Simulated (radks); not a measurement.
The numbers below are computed, except where a source is named.
Question: The mean radii <r> (bohr) of the occupied orbitals of an atom or ion are listed with their occupations. Code: a radial shooting solver on a logarithmic mesh with Libxc functionals. Model: Dirac Kohn-Sham, LDA (Slater exchange, Perdew-Wang correlation), spin-unpolarised, spherical densities, point nucleus.

| orbital | occ. | <r> |
|---|---|---|
| 1s1/2 | 1 | 0.05963 |

Name the element and its charge. Open shells, if any, fill j = l - 1/2 first.

Answer: Z = 25, manganese, charge +24: Mn24+ in 1s1. The 1s radius gives Z: for a bare nucleus <r> = (2 gamma + 1)/(2Z) with gamma = sqrt(1 - (Z/c)^2), 0.05933 bohr for Z = 25, and the self-interaction of the functional makes it slightly larger (0.05963 here). The occupations add up to 1, and the charge is Z minus that.
